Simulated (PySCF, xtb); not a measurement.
## Relative energy of two structures of BGeH2N

Structure a is `B[N+]#[Ge-]`, a singlet and structure b is a singlet given by its coordinates. Both are isolated molecules in the gas phase, relaxed with PBE0-D4/def2-SVP.

a (Å):

```xyz
5

B    -0.1852   -0.2218   -0.5737
Ge    0.4486    2.1461    1.2685
N     0.1044    0.8561    0.2633
H     0.3939   -1.2819   -0.4326
H    -1.0194   -0.1109   -1.4517
```

b (Å):

```json
{"atom": "B", "x (Å)": "-0.9738", "y (Å)": "-0.6942", "z (Å)": "-0.0641"}
{"atom": "Ge", "x (Å)": "0.9805", "y (Å)": "-1.2383", "z (Å)": "0.2290"}
{"atom": "N", "x (Å)": "-0.0467", "y (Å)": "-0.2021", "z (Å)": "-0.9596"}
{"atom": "H", "x (Å)": "-0.0248", "y (Å)": "0.3925", "z (Å)": "-1.7849"}
{"atom": "H", "x (Å)": "-2.1648", "y (Å)": "-0.5887", "z (Å)": "0.0690"}
```

Close contacts (Å): B1–Ge2 2.05, B1–N3 1.38, Ge2–N3 1.88, B1–H5 1.20, N3–H4 1.02.

Energies in hartree; the thermal terms are from GFN2-xTB frequencies at re-optimised GFN2-xTB minima (ideal gas, soft modes damped towards free rotors, one conformer each, 298.15 K, 1 atm) and include the zero-point energy:

|  | a | b |
| --- | --- | --- |
| E, CCSD(T)/def2-TZVP | −2156.257611 | −2156.244085 |
| zero-point energy | 0.024044 | 0.026273 |
| H(298 K) − E | 0.029230 | 0.030831 |
| G(298 K) − E | −0.001834 | 0.000042 |

Work out ΔE, ΔE₀, ΔH and ΔG for a → b in kcal/mol (1 Eh = 627.51 kcal/mol) and the equilibrium ratio [b]/[a].

1. ΔE = −2156.244085 − (−2156.257611) = +0.013526 Eh = +8.49 kcal/mol.
2. ΔE₀ = ΔE + ΔZPE = +0.013526 + (+0.002229) Eh = +9.89 kcal/mol.
3. ΔH = ΔE + (+0.001601) Eh = +9.49 kcal/mol.
4. ΔG = ΔE + (+0.001876) Eh = +9.66 kcal/mol, so ΔS = (ΔH − ΔG)/T = −2.4 J/(mol K).
5. kT = 0.9442 mEh, so K = [b]/[a] = exp(−ΔG/kT) = exp(−16.31) ≈ 8.2 × 10^−8.

Structure a is favoured at this temperature. An error of 1 kcal/mol in ΔG would change K by a factor of 5.4. Mirror images and further conformers aren't counted.

Other levels gave ΔE = +32.1 (GFN2-xTB); +18.0 (HF/STO-3G, GFN2-xTB geometries); +7.6 (r2SCAN-D4/def2-SVP, GFN2-xTB geometries); +4.4 (PBE0-D4/def2-SVP); +9.2 (HF/def2-TZVP); +10.7 (MP2/def2-TZVP) kcal/mol. The correlated steps freeze 11 core orbitals; the filled d shell of Ge is correlated, in a basis made for valence electrons. Programs: PySCF 2.14.0, xtb 6.7.1.
